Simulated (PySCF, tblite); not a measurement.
C7H12OPSi (charge +1).
Geometry (GFN2-xTB, Å), atoms numbered from 1 in this order:
```xyz
22
C7H12OPSi angstrom
C      3.568   -1.335    0.696
C      2.749   -0.952   -0.100
P      1.555   -0.364   -1.217
C      1.058    1.346   -0.851
C     -0.190    1.146   -0.028
Si    -0.992    2.549    0.974
C     -0.751   -0.066   -0.082
O     -1.919   -0.298    0.536
C     -2.412   -1.617    0.670
C     -0.048   -1.151   -0.908
H      4.290   -1.676    1.385
H      2.035   -0.611   -2.486
H      1.841    1.883   -0.309
H      0.850    1.894   -1.777
H     -1.251    2.009    2.303
H      0.022    3.605    0.986
H     -2.198    2.949    0.258
H     -3.363   -1.517    1.190
H     -2.587   -2.087   -0.301
H     -1.743   -2.239    1.271
H     -0.585   -1.350   -1.842
H      0.064   -2.096   -0.370
```

The geometry is computed with GFN2-xTB (gas phase).

Masses are those of the commonest isotopes; rigid-rotor values at the optimised geometry. The values belong to one conformer with, in the numbering `[CH:1]#[C:2][P@@H+:3]1[CH2:4][C:5]([SiH3:6])=[C:7]([O:8][CH3:9])[CH2:10]1`, C5–C7–O8–C9 -170°, C2–P3–C4–C5 -96°, P3–C4–C5–Si6 167°, C5–C7–C10–P3 12°, C2–P3–C10–C7 99°.

(1) What are A, B and C (GHz)?

(2) What kind of rotor is it?

(3) Is it planar, by Δ = Ic − Ia − Ib?

(4) Estimate the classical rotational partition function at 200 K, 298.15 K and 500 K.

Results:

(1) Ia = 404.97, Ib = 722.45, Ic = 931.29 u·Å²; 505379 MHz·u·Å²/I gives 1248, 699.5 and 542.7 MHz, that is A = 1.2479, B = 0.6995, C = 0.5427 GHz.

(2) An asymmetric top: κ = (2 × 699.5 − 1248 − 542.7)/(1248 − 542.7) = -0.56.

(3) Not planar: Δ = Ic − Ia − Ib = -196.12 u·Å². For a rigid frame Δ = −2 Σ m c², so Σ m c² = 98.06 u·Å² lies off the ab plane: 21.66 from hydrogen and 76.40 from heavier atoms. The atom farthest from that plane is 2.50 Å away.

(4) Point group C1, symmetry number σ = 1; q = (√π/σ)·√((kT/h)³/(ABC)), k/h = 20836.6 MHz/K: 693000 at 200 K, 1260000 at 298.15 K, 2740000 at 500 K.

Its GFN2-xTB frequencies are all real (lowest 34 cm⁻¹). These are rigid-rotor constants of the computed structure; measured ground-state constants (B0) also hold zero-point vibration.
